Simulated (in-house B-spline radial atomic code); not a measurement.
## RPA and G0W0 on Hartree-Fock: Tl+

Configuration [Xe] 4f14 5d10 6s2, mean-field start Hartree-Fock. Computed with an all-electron radial atomic-structure program (B-spline basis): all electrons, scalar-relativistic (spin-free one-electron X2C), finite nucleus, each spin shell either full or empty, empty states to l = 9 with an (l + 1/2)⁻⁴ tail; G0W0 by contour deformation at full frequency.

Without the two-electron picture change, the correlation of inner shells comes somewhat too large for so heavy an element.

Command:
```bash
python run_gw.py task.json out
```
Settings (radii: box in bohr, nucleus in fm):
```
Z                        81
electrons                80
configuration            [Xe] 4f14 5d10 6s2
hamiltonian              x2c
method                   hf
lmax                     9
rms_radius               5.4759
spin_polarised           False
box_radius               23.78
intervals                70
ion_configuration        [Xe] 4f14 5d10 6s1
```

Cost of the run: 16 s on 1 thread of Arm Neoverse V2, on a shared host.

Energies (hartree):

| term | value |
| --- | --- |
| mean-field total | -20243.60028 |
| Hartree-Fock functional on these orbitals | -20243.60028 |
| direct second order | -7.6149 |
| second-order exchange | 1.899 |
| SOSEX correction | 1.7979 |

Q: What is the RPA correlation energy, and what remains with SOSEX?

A: RPA gives -6.7753 hartree (-2.3 eV per electron); RPA + SOSEX gives -4.9774, and the second-order doubles (MP2) -5.7159 hartree. RPA lacks exchange-type terms and so overcorrelates at short range.

Quasi-particle levels (eV):

| level | occupied | mean field | Σx - vxc | Σc | QP weight | G0W0 |
| --- | --- | --- | --- | --- | --- | --- |
| 6s | yes | -18.715 | 0.00 | ? | ? | ? |
| 5d | yes | -30.15 | 0.00 | 0.09 | 0.940 | -30.06 |
| 6p | no | -4.785 | 0.00 | -0.70 | 0.977 | -5.482 |

G0W0 = mean field + (Σx - vxc) + Σc, with Σc (partial-wave tail included) taken at the quasi-particle energy. Only the outer levels were computed. Levels of low weight are left out.

Q: Where does G0W0 put 6s?

A: At -20.449 eV, with Σc = -1.73 eV and a quasi-particle weight of 0.962. The tabulated removal energy is 20.428 eV (NIST, measured); the calculation leaves out spin-orbit coupling, Breit and QED terms, and what these don't explain is the method's own error.

Q: What does it cost to remove one electron (to [Xe] 4f14 5d10 6s1) by differences of total energies, each species on its own start (correlation terms add to the Hartree-Fock functional)?

A: Hartree-Fock functional 18.351 eV, + RPA 20.267 eV, + RPA + SOSEX 19.846 eV, + second order 20.827 eV. Tabulated: 20.428 eV (NIST, measured); the calculation leaves out spin-orbit coupling, Breit and QED terms, and what these don't explain is the method's own error.
